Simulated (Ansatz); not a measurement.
`C[SiH](S)CO` → `CO[SiH](C)S`  (isomerisation)

Program: Ansatz. Geometries: PBE0-D4/def2-TZVP. ΔE: electronic, gas phase. CBS: MP2 limit from def2 TZ/QZ plus the TZ coupled-cluster correction, frozen cores. Functionals use def2-TZVPP. Each species was taken in one conformer, which may not be the lowest.

| species | ωB97M-V energy (Eh) |
| --- | --- |
| `C[SiH](S)CO` | -843.94166 |
| `CO[SiH](C)S` | -843.98487 |

(1) Work out ΔE.

Largest T1 diagnostic among the species: 0.011.

Answers

(1) ΔE = (-843.98487) − (-843.94166) = -0.04321 Eh = -1.18 eV. CCSD(T)/CBS gives -1.20 eV.

In def2-TZVPP, CCSD(T) changes the Hartree–Fock value by +0.21 eV (the triples alone add +0.03 eV) and MP2 by +0.19 eV. From PBE to PBE0 (25 % exact exchange), in def2-TZVPP and without D4, ΔE moves by −0.06 eV.
